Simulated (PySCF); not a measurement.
Species: C6H12NPSi.
Atom-mapped SMILES: `[CH2:1]=[CH:2][CH2:3][P:4]([SiH3:5])[CH2:6][CH2:7][C:8]#[N:9]` (hydrogens: H10, H11 on C1; H12 on C2; H13, H14 on C3; H15, H16, H17 on Si5; H18, H19 on C6; H20, H21 on C7)

The same species was optimised twice, with GFN2-xTB and with PBE0-D3(BJ)/def2-SVP (PySCF), and the same property calculations (PySCF, gas phase) were run on both structures.

```csv
coordinate,GFN2-xTB,PBE0-D3(BJ)/def2-SVP,change
C7–C8 (Å),1.440,1.458,+0.018
P4–Si5 (Å),2.245,2.261,+0.016
C1=C2 (Å),1.321,1.335,+0.014
C8≡N9 (Å),1.143,1.157,+0.014
C3–P4 (Å),1.875,1.881,+0.006
C2–C3 (Å),1.489,1.493,+0.004
P4–C6 (Å),1.868,1.870,+0.002
C6–C7 (Å),1.531,1.529,-0.002
C6–C7–C8 (°),110.2,112.3,+2.1
C3–P4–C6 (°),97.1,98.9,+1.8
Si5–P4–C6 (°),100.0,98.9,-1.1
P4–C6–C7 (°),111.0,111.7,+0.7
C1–C2–C3 (°),124.3,124.9,+0.6
C3–P4–Si5 (°),98.1,98.3,+0.2
C2–C3–P4 (°),109.9,110.0,+0.1
C7–C8–N9 (°),178.5,178.6,+0.1
C1–C2–C3–P4 (°),-111,-111,0
C2–C3–P4–Si5 (°),173,174,+1
C3–P4–C6–C7 (°),176,-174,+10
P4–C6–C7–C8 (°),176,177,+1
```

Rotational constants: A = 1169, B = 755.6, C = 499.9 MHz (GFN2-xTB) against A = 1152, B = 729.7, C = 486.3 MHz (PBE0-D3(BJ)/def2-SVP). Point groups within 0.08 Å: C1 and C1. Atoms that the bonding makes alike are paired by their places after alignment.

On the GFN2-xTB structure: HOMO (eV) -7.14 [PBE0/pcSseg-1]; LUMO (eV) -0.45 [PBE0/pcSseg-1]; dipole (D) 3.73 [PBE0/pcSseg-1]; GIAO shielding of C1 (ppm) 62.8 [PBE0/pcSseg-1]; GIAO shielding of C2 (ppm) 44.2 [PBE0/pcSseg-1]; GIAO shielding of C3 (ppm) 150.4 [PBE0/pcSseg-1]; GIAO shielding of P4 (ppm) 451.0 [PBE0/pcSseg-1]; GIAO shielding of Si5 (ppm) 420.2 [PBE0/pcSseg-1]; GIAO shielding of C6 (ppm) 158.7 [PBE0/pcSseg-1]; GIAO shielding of C7 (ppm) 171.6 [PBE0/pcSseg-1]; GIAO shielding of C8 (ppm) 63.0 [PBE0/pcSseg-1].

Question: What do these properties become on the PBE0-D3(BJ)/def2-SVP structure?

Answer: 
```csv
property,level,on GFN2-xTB,on PBE0-D3(BJ)/def2-SVP,change
HOMO (eV),PBE0/pcSseg-1,-7.14,-7.18,-0.04
LUMO (eV),PBE0/pcSseg-1,-0.45,-0.50,-0.05
dipole (D),PBE0/pcSseg-1,3.73,3.83,+0.10
"energy, GFN2-xTB geometry as zero (kcal/mol)",PBE0/pcSseg-1,0.0,-1.6,-1.6
GIAO shielding of C1 (ppm),PBE0/pcSseg-1,62.8,58.3,-4.5
GIAO shielding of C2 (ppm),PBE0/pcSseg-1,44.2,41.6,-2.6
GIAO shielding of C3 (ppm),PBE0/pcSseg-1,150.4,150.0,-0.4
GIAO shielding of P4 (ppm),PBE0/pcSseg-1,451.0,444.6,-6.4
GIAO shielding of Si5 (ppm),PBE0/pcSseg-1,420.2,415.1,-5.1
GIAO shielding of C6 (ppm),PBE0/pcSseg-1,158.7,161.7,+3.0
GIAO shielding of C7 (ppm),PBE0/pcSseg-1,171.6,168.7,-2.9
GIAO shielding of C8 (ppm),PBE0/pcSseg-1,63.0,60.4,-2.6
```

The heavy atoms differ by 0.068 Å rms after alignment (one structure mirrored). Among bonds between heavy atoms C7–C8 changes most (+0.018 Å). Changes are differences of the printed values. Neither structure is proved a minimum here.

Conformer computed: `[CH2:1]=[CH:2][CH2:3][P:4]([SiH3:5])[CH2:6][CH2:7][C:8]#[N:9]`: C1–C2–C3–P4 -111°, C2–C3–P4–Si5 174°, C3–P4–C6–C7 -174°, P4–C6–C7–C8 177°.
